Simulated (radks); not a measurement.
Task: Spherical quantum dot in the effective-mass picture: electrons in a parabolic well V = omega^2 r^2 / 2 with omega = 0.449, with a point charge +2 (a donor) at the centre, all in effective atomic units (hartree* = m*/eps^2 hartree, bohr* = eps/m* bohr), one dielectric constant everywhere. Calculated with a radial shooting solver with Libxc functionals: non-relativistic Kohn-Sham, r2SCAN, spin-polarised, spherical densities, generalised Kohn-Sham scheme. Levels are named by radial order and angular momentum (1s, 1p, 1d, 2s, ...), and open shells are averaged over m. At N = 33 the configuration is 1s2 1p6 1d10 2s2 1f(up 7, down 3) 2p(up 3, down 0). Does electron 34 go into 1f down or 2p down or 3s up?

Result: Into 1f down. The total energies of the other choices lie higher by 0.0208 hartree* (3s up), 0.0749 hartree* (2p down).
